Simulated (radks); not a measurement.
Tl III, 79 electrons, occupied as [Xe] 4f14 5d10 6s1. Calculated with a radial shooting solver on a logarithmic mesh with Libxc functionals: Dirac Kohn-Sham, AM05, spin-unpolarised, spherical densities, finite nucleus; Fermi nuclear charge, rms radius 5.4759 fm.

Normalised radial functions P(r) = r R(r) (large component), r in bohr:

r          4f7/2    5p3/2    5d3/2
0.002745  0.0000   0.0104   0.0002
0.004262  0.0000   0.0225   0.0007
0.00667   0.0000   0.0479   0.0021
0.01044   0.0002   0.0962   0.0062
0.01634   0.0009   0.1751   0.0181
0.02537   0.0042   0.2687   0.0489
0.03971   0.0192   0.3036   0.1195
0.06216   0.0768   0.1295   0.2380
0.09651   0.2511  -0.2615   0.3275
0.1511    0.6541  -0.3989   0.1780
0.2364    1.2214   0.2276  -0.2786
0.3701    1.4986   0.6005  -0.4525
0.5746    1.1420  -0.3512   0.1636
0.8994    0.4992  -1.1572   0.8826
1.408     0.1096  -0.7149   0.8550
2.186     0.0102  -0.1611   0.4055
3.421     0.0002  -0.0103   0.0887
5.354     0.0000  -0.0001   0.0064

4f7/2: eigenvalue -129.71 eV, 0 radial nodes, <r> = 0.471 bohr, 90 % of the charge inside 0.751 bohr. 5p3/2: eigenvalue -88.566 eV, 3 radial nodes at r = 0.0730, 0.209, 0.508 bohr, <r> = 1.04 bohr, 90 % of the charge inside 1.50 bohr. 5d3/2: eigenvalue -34.557 eV, 2 radial nodes at r = 0.183, 0.527 bohr, <r> = 1.33 bohr, 90 % of the charge inside 2.03 bohr.
